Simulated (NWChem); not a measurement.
**Ionisation of C$_{2}$H$_{3}$O$_{2}$**

```
O
C 1 1.3484
O 2 1.1942 1 125.17
C 1 1.3548 2 118.80 3 0.00
H 4 1.0865 1 114.46 2 180.00
H 4 1.0887 5 126.71 1 180.00
H 2 1.1073 3 126.15 1 180.00
```
Charge 0, spin multiplicity 2.

The numbers come from NWChem runs, not from measurements. The geometry was optimised at UPBE0/def2-SVP, a minimum by its harmonic frequencies. It is one conformer; others weren't searched.

Basis set: def2-SVPD. The species with one electron less has spin multiplicity 1 and keeps the geometry of the parent. Δ marks differences of total energies (open shells unrestricted). −ε marks an orbital energy of the parent. That orbital need not have the symmetry of the hole or added electron in the Δ rows. That singlet is a closed-shell solution.

The correlated methods keep 4 core orbitals frozen. B3LYP has NWChem's definition, with VWN1-RPA local correlation. The structure started from a generated list of species. The unpaired electrons of the parent sit in orbitals of symmetry a" (Cs labels of the run); other states weren't searched. The stability of the SCF solutions was not checked.

Task: For the first vertical ionisation energy, evGW0@PBE gives 7.78 eV and −ε(alpha HOMO) of B3LYP gives 5.94 eV. What do ΔB2PLYP, −ε(alpha HOMO) of LDA (SVWN5), ΔBLYP give?

Result: ΔB2PLYP: 8.54 eV; −ε(alpha HOMO) of LDA (SVWN5): 4.99 eV; ΔBLYP: 8.52 eV.
